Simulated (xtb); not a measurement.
Sn(H)(Cl)(OH)2 (ClH₃O₂Sn), SMILES [Cl][SnH]([OH])[OH]. All values are semi-empirical tight-binding results from xtb (GFN2-xTB unless named), good for trends rather than for accurate numbers. Geometry: GFN2-xTB. The values are those of a single conformer.

For metal compounds this method's bond lengths and energies can be far off.

Computed properties:
| Property | Result |
|---|---|
| orbital gap | 4.51 eV |
| zero-point energy | 19.3 kcal/mol |
| G − E(el) at 298.15 K (modified RRHO) | -1.2 kcal/mol |
